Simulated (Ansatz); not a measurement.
Input file for Ansatz (a first-principles code): R-B3LYP-D3(BJ)/def2-TZVP on CF6Si (SMILES FC(F)(F)[Si](F)(F)F).

Ansatz 0.2 input:
```yaml
crystal:
  periodic: [false, false, false]
  atoms:
    - {symbol: F, position_ang: [1.58047640, -0.22656719, -1.07416065]}
    - {symbol: C, position_ang: [0.95754768, -0.06575909, 0.11181571]}
    - {symbol: F, position_ang: [1.46193091, 1.04473060, 0.68874850]}
    - {symbol: F, position_ang: [1.28987829, -1.11570153, 0.89131458]}
    - {symbol: Si, position_ang: [-0.93865867, 0.06448770, -0.10961268]}
    - {symbol: F, position_ang: [-1.26839968, 1.29929319, -1.02225377]}
    - {symbol: F, position_ang: [-1.47144213, -1.25036380, -0.78318256]}
    - {symbol: F, position_ang: [-1.61133280, 0.24998012, 1.29733088]}
basis:
  gaussian:
    orbitals: def2-TZVP
hamiltonian:
  xc: b3lyp
  dispersion: d3bj
accuracy: high
phonons: {}
scf: {lower_state_search: off}
```

Output:

```
WARN ansatz: RAYON_NUM_THREADS=4 ignored (pool sized by the plan → 4); use --threads N
Functional definition: B3LYP
these checks for a lower state are left out or cut short: stability, starts, cluster_reference, orbital_swaps, neighbouring_geometries, increment
integrals: 1.44 GiB planned
4711 factors; integrals over basis functions are off by at most 2.0e-9 eV
mean field: 2.75 GiB planned
mean field evaluation 1: about -25224.0112 eV, gradient 6.8e1 eV
mean field evaluation 2: about -25214.7859 eV, gradient 1.1e2 eV
mean field evaluation 4: about -25229.6944 eV, gradient 1.6e0 eV
mean field evaluation 8: about -25229.9330 eV, gradient 2.2e-1 eV
mean field evaluation 16: about -25229.9331 eV, gradient 6.0e-5 eV
mean field -25229.93311319 eV, -927.1829404470 hartree, gradient 3.0e-8 eV, S^2 0.000000; 0 other end points of the search recorded, 0 dependent functions left out
the calculation of the forces begins
reference -25229.93315088 eV, -927.1829418319 hartree; 37, 37 occupied and 217, 217 virtual orbitals, 4711 factors
these checks for a lower state are left out or cut short: stability, starts, cluster_reference, orbital_swaps, neighbouring_geometries, increment
integrals: 1.44 GiB planned
4711 factors; integrals over basis functions are off by at most 2.0e-9 eV
mean field: 2.75 GiB planned
mean field evaluation 32: about -25229.9331 eV, gradient 8.8e-9 eV
mean field -25229.93310951 eV, -927.1829403116 hartree, gradient 9.4e-9 eV, S^2 0.000000; 0 other end points of the search recorded, 0 dependent functions left out
the calculation of the forces begins
reference -25229.93314719 eV, -927.1829416965 hartree; 37, 37 occupied and 217, 217 virtual orbitals, 4711 factors
these checks for a lower state are left out or cut short: stability, starts, cluster_reference, orbital_swaps, neighbouring_geometries, increment
integrals: 1.44 GiB planned
4711 factors; integrals over basis functions are off by at most 2.0e-9 eV
mean field: 2.75 GiB planned
mean field -25229.93304174 eV, -927.1829378211 hartree, gradient 1.0e-8 eV, S^2 0.000000; 0 other end points of the search recorded, 0 dependent functions left out
the calculation of the forces begins
reference -25229.93307942 eV, -927.1829392060 hartree; 37, 37 occupied and 217, 217 virtual orbitals, 4711 factors
these checks for a lower state are left out or cut short: stability, starts, cluster_reference, orbital_swaps, neighbouring_geometries, increment
integrals: 1.44 GiB planned
4711 factors; integrals over basis functions are off by at most 2.0e-9 eV
mean field: 2.74 GiB planned
mean field -25229.93308567 eV, -927.1829394355 hartree, gradient 1.4e-8 eV, S^2 0.000000; 0 other end points of the search recorded, 0 dependent functions left out
the calculation of the forces begins
reference -25229.93312336 eV, -927.1829408204 hartree; 37, 37 occupied and 217, 217 virtual orbitals, 4711 factors
these checks for a lower state are left out or cut short: stability, starts, cluster_reference, orbital_swaps, neighbouring_geometries, increment
integrals: 1.44 GiB planned
4711 factors; integrals over basis functions are off by at most 2.0e-9 eV
mean field: 2.75 GiB planned
mean field -25229.93309347 eV, -927.1829397221 hartree, gradient 1.5e-8 eV, S^2 0.000000; 0 other end points of the search recorded, 0 dependent functions left out
the calculation of the forces begins
reference -25229.93313115 eV, -927.1829411070 hartree; 37, 37 occupied and 217, 217 virtual orbitals, 4711 factors
these checks for a lower state are left out or cut short: stability, starts, cluster_reference, orbital_swaps, neighbouring_geometries, increment
integrals: 1.44 GiB planned
4711 factors; integrals over basis functions are off by at most 2.0e-9 eV
mean field: 2.75 GiB planned
mean field evaluation 64: about -25229.9330 eV, gradient 1.3e-8 eV
mean field -25229.93300820 eV, -927.1829365885 hartree, gradient 1.5e-8 eV, S^2 0.000000; 0 other end points of the search recorded, 0 dependent functions left out
the calculation of the forces begins
reference -25229.93304589 eV, -927.1829379734 hartree; 37, 37 occupied and 217, 217 virtual orbitals, 4711 factors
these checks for a lower state are left out or cut short: stability, starts, cluster_reference, orbital_swaps, neighbouring_geometries, increment
integrals: 1.44 GiB planned
4711 factors; integrals over basis functions are off by at most 2.0e-9 eV
mean field: 2.74 GiB planned
mean field -25229.93303471 eV, -927.1829375628 hartree, gr
[...]
 217, 217 virtual orbitals, 4711 factors
these checks for a lower state are left out or cut short: stability, starts, cluster_reference, orbital_swaps, neighbouring_geometries, increment
integrals: 1.44 GiB planned
4711 factors; integrals over basis functions are off by at most 2.0e-9 eV
mean field: 2.74 GiB planned
mean field -25229.93312351 eV, -927.1829408259 hartree, gradient 2.0e-8 eV, S^2 0.000000; 0 other end points of the search recorded, 0 dependent functions left out
the calculation of the forces begins
reference -25229.93316119 eV, -927.1829422109 hartree; 37, 37 occupied and 217, 217 virtual orbitals, 4711 factors
these checks for a lower state are left out or cut short: stability, starts, cluster_reference, orbital_swaps, neighbouring_geometries, increment
integrals: 1.44 GiB planned
4711 factors; integrals over basis functions are off by at most 2.0e-9 eV
mean field: 2.75 GiB planned
mean field -25229.93300341 eV, -927.1829364125 hartree, gradient 1.3e-8 eV, S^2 0.000000; 0 other end points of the search recorded, 0 dependent functions left out
the calculation of the forces begins
reference -25229.93304109 eV, -927.1829377973 hartree; 37, 37 occupied and 217, 217 virtual orbitals, 4711 factors
these checks for a lower state are left out or cut short: stability, starts, cluster_reference, orbital_swaps, neighbouring_geometries, increment
integrals: 1.44 GiB planned
4711 factors; integrals over basis functions are off by at most 2.0e-9 eV
mean field: 2.75 GiB planned
mean field evaluation 352: about -25229.9330 eV, gradient 4.6e-5 eV
mean field -25229.93304880 eV, -927.1829380805 hartree, gradient 2.8e-8 eV, S^2 0.000000; 0 other end points of the search recorded, 0 dependent functions left out
the calculation of the forces begins
reference -25229.93308648 eV, -927.1829394654 hartree; 37, 37 occupied and 217, 217 virtual orbitals, 4711 factors
these checks for a lower state are left out or cut short: stability, starts, cluster_reference, orbital_swaps, neighbouring_geometries, increment
integrals: 1.44 GiB planned
4711 factors; integrals over basis functions are off by at most 2.0e-9 eV
mean field: 2.75 GiB planned
mean field -25229.93306883 eV, -927.1829388167 hartree, gradient 2.0e-8 eV, S^2 0.000000; 0 other end points of the search recorded, 0 dependent functions left out
the calculation of the forces begins
reference -25229.93310651 eV, -927.1829402015 hartree; 37, 37 occupied and 217, 217 virtual orbitals, 4711 factors
these checks for a lower state are left out or cut short: stability, starts, cluster_reference, orbital_swaps, neighbouring_geometries, increment
integrals: 1.44 GiB planned
4711 factors; integrals over basis functions are off by at most 2.0e-9 eV
mean field: 2.74 GiB planned
mean field -25229.93309834 eV, -927.1829399010 hartree, gradient 2.0e-8 eV, S^2 0.000000; 0 other end points of the search recorded, 0 dependent functions left out
the calculation of the forces begins
reference -25229.93313602 eV, -927.1829412859 hartree; 37, 37 occupied and 217, 217 virtual orbitals, 4711 factors
these checks for a lower state are left out or cut short: stability, starts, cluster_reference, orbital_swaps, neighbouring_geometries, increment
integrals: 1.44 GiB planned
4711 factors; integrals over basis functions are off by at most 2.0e-9 eV
mean field: 2.75 GiB planned
mean field -25229.93305070 eV, -927.1829381504 hartree, gradient 2.2e-8 eV, S^2 0.000000; 0 other end points of the search recorded, 0 dependent functions left out
the calculation of the forces begins
reference -25229.93308838 eV, -927.1829395353 hartree; 37, 37 occupied and 217, 217 virtual orbitals, 4711 factors
these checks for a lower state are left out or cut short: stability, starts, cluster_reference, orbital_swaps, neighbouring_geometries, increment
integrals: 1.44 GiB planned
4711 factors; integrals over basis functions are off by at most 2.0e-9 eV
mean field: 2.75 GiB planned
mean field evaluation 384: about -25229.9331 eV, gradient 3.7e-5 eV
mean field -25229.93311848 eV, -927.1829406413 hartree, gradient 2.2e-8 eV, S^2 0.000000; 0 other end points of the search recorded, 0 dependent functions left out
the calculation of the forces begins
reference -25229.93315617 eV, -927.1829420262 hartree; 37, 37 occupied and 217, 217 virtual orbitals, 4711 factors
these checks for a lower state are left out or cut short: stability, starts, cluster_reference, orbital_swaps, neighbouring_geometries, increment
integrals: 1.44 GiB planned
4711 factors; integrals over basis functions are off by at most 2.0e-9 eV
mean field: 2.75 GiB planned
mean field -25229.93310731 eV, -927.1829402308 hartree, gradient 1.4e-8 eV, S^2 0.000000; 0 other end points of the search recorded, 0 dependent functions left out
the calculation of the forces begins
reference -25229.93314500 eV, -927.1829416157 hartree; 37, 37 occupied and 217, 217 virtual orbitals, 4711 factors
these checks for a lower state are left out or cut short: stability, starts, cluster_reference, orbital_swaps, neighbouring_geometries, increment
integrals: 1.44 GiB planned
4711 factors; integrals over basis functions are off by at most 2.0e-9 eV
mean field: 2.75 GiB planned
mean field -25229.93309763 eV, -927.1829398751 hartree, gradient 1.4e-8 eV, S^2 0.000000; 0 other end points of the search recorded, 0 dependent functions left out
the calculation of the forces begins
reference -25229.93313532 eV, -927.1829412600 hartree; 37, 37 occupied and 217, 217 virtual orbitals, 4711 factors
these checks for a lower state are left out or cut short: stability, starts, cluster_reference, orbital_swaps, neighbouring_geometries, increment
integrals: 1.44 GiB planned
4711 factors; integrals over basis functions are off by at most 2.0e-9 eV
mean field: 2.74 GiB planned
mean field -25229.93303825 eV, -927.1829376927 hartree, gradient 2.9e-8 eV, S^2 0.000000; 0 other end points of the search recorded, 0 dependent functions left out
the calculation of the forces begins
reference -25229.93307593 eV, -927.1829390776 hartree; 37, 37 occupied and 217, 217 virtual orbitals, 4711 factors
these checks for a lower state are left out or cut short: stability, starts, cluster_reference, orbital_swaps, neighbouring_geometries, increment
integrals: 1.44 GiB planned
4711 factors; integrals over basis functions are off by at most 2.0e-9 eV
mean field: 2.75 GiB planned
mean field evaluation 416: about -25229.9330 eV, gradient 6.7e-5 eV
mean field -25229.93299138 eV, -927.1829359706 hartree, gradient 1.3e-8 eV, S^2 0.000000; 0 other end points of the search recorded, 0 dependent functions left out
the calculation of the forces begins
reference -25229.93302907 eV, -927.1829373554 hartree; 37, 37 occupied and 217, 217 virtual orbitals, 4711 factors
Total energy: -25230.19289351 eV, -927.1924871976 hartree
Atom 0 at     1.580476    -0.226567    -1.074161 Å, force    -0.000270     0.000049     0.000296 eV/Å
Atom 1 at     0.957548    -0.065759     0.111816 Å, force     0.000535    -0.000034     0.000074 eV/Å
Atom 2 at     1.461931     1.044731     0.688748 Å, force    -0.000235    -0.000291    -0.000167 eV/Å
Atom 3 at     1.289878    -1.115702     0.891315 Å, force    -0.000193     0.000289    -0.000222 eV/Å
Atom 4 at    -0.938659     0.064488    -0.109613 Å, force    -0.000307     0.000012    -0.000043 eV/Å
Atom 5 at    -1.268400     1.299293    -1.022254 Å, force     0.000134    -0.000162     0.000127 eV/Å
Atom 6 at    -1.471442    -1.250364    -0.783183 Å, force     0.000162     0.000167     0.000101 eV/Å
Atom 7 at    -1.611333     0.249980     1.297331 Å, force     0.000173    -0.000031    -0.000167 eV/Å
Dipole moment:    -0.121827     0.008369    -0.014229 e Å
Vibrations: 36.04 126.33 126.34 249.60 249.61 256.98 348.70 348.71 485.07 522.16 522.16 731.81 856.31 1007.57 1007.57 1110.61 1110.62 1239.71 cm⁻¹, zero-point energy 0.640744 eV
Checks for a lower state left out: stability, starts, cluster_reference, orbital_swaps, neighbouring_geometries, increment
```

The calculation finished and met its thresholds.

Cost: very roughly 27 core-minutes.
